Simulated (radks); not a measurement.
Task: Charge is removed step by step from the 1s level of Mg2+, starting from [Ne]. Code: a radial shooting solver on a logarithmic mesh with Libxc functionals. Model: non-relativistic Kohn-Sham, TPSS, spin-unpolarised, spherical densities, point nucleus; meta-GGA in the generalised Kohn-Sham scheme. At the starting occupation the eigenvalue is -1283.6 eV. Estimate the energy to remove one whole electron from this level, the eigenvalue at the end, and how far E(n) bends from a straight line.

Result: Delta-SCF 1347.8 eV; final eigenvalue -1412.0 eV; the deviation from the straight line is -16.081 eV at 0.5 electron removed, the largest on the grid computed. Slater's transition state (half an electron removed) gives 1347.8 eV. Integrating minus the eigenvalue over the occupation (Janak's theorem) gives 1347.8 eV. The mean slope of the eigenvalue, de/dn, is 128 eV per electron.
